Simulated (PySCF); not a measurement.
C₂H₆BF₂N, SMILES FCB(N)CF. Atoms are numbered in the order given.

```xyz
12

N      0.0000     0.0000    -1.3784
B      0.0000     0.0000     0.0064
C     -1.3822     0.0000     0.7860
F     -2.4631     0.0000    -0.0980
C      1.3822     0.0000     0.7860
F      2.4631     0.0000    -0.0980
H     -0.8602     0.0000    -1.9150
H      0.8602     0.0000    -1.9150
H     -1.4718    -0.8855     1.4447
H     -1.4718     0.8855     1.4447
H      1.4718     0.8855     1.4447
H      1.4718    -0.8855     1.4447
```

The structure is a stationary point at B3LYP-D3(BJ)/def2-SVP. This is a generated structure with no PubChem entry under its InChIKey; it may be hypothetical. One conformer was computed; it need not be the lowest.

All values below come from PBE0/def2-TZVP in PySCF.

Symmetry labels are those of the subgroup C2v that the program uses (full group C2v).

Problem. List the valence orbital energies around the gap with their symmetry. (Estimate from the structure and the level; the computed values follow.)

Solution. 
```json
[
 {"orbital": "HOMO−7", "symmetry": "A2", "energy (eV)": "-13.29"},
 {"orbital": "HOMO−6", "symmetry": "A1", "energy (eV)": "-12.40"},
 {"orbital": "HOMO−5", "symmetry": "B1", "energy (eV)": "-12.14"},
 {"orbital": "HOMO−4", "symmetry": "B2", "energy (eV)": "-10.07"},
 {"orbital": "HOMO−3", "symmetry": "A1", "energy (eV)": "-9.59"},
 {"orbital": "HOMO−2", "symmetry": "A2", "energy (eV)": "-9.59"},
 {"orbital": "HOMO−1", "symmetry": "B2", "energy (eV)": "-8.53"},
 {"orbital": "HOMO", "symmetry": "B1", "energy (eV)": "-8.53"},
 {"orbital": "LUMO", "symmetry": "B2", "energy (eV)": "0.62"},
 {"orbital": "LUMO+1", "symmetry": "A1", "energy (eV)": "0.71"},
 {"orbital": "LUMO+2", "symmetry": "A1", "energy (eV)": "1.11"},
 {"orbital": "LUMO+3", "symmetry": "B1", "energy (eV)": "2.04"}
]
```
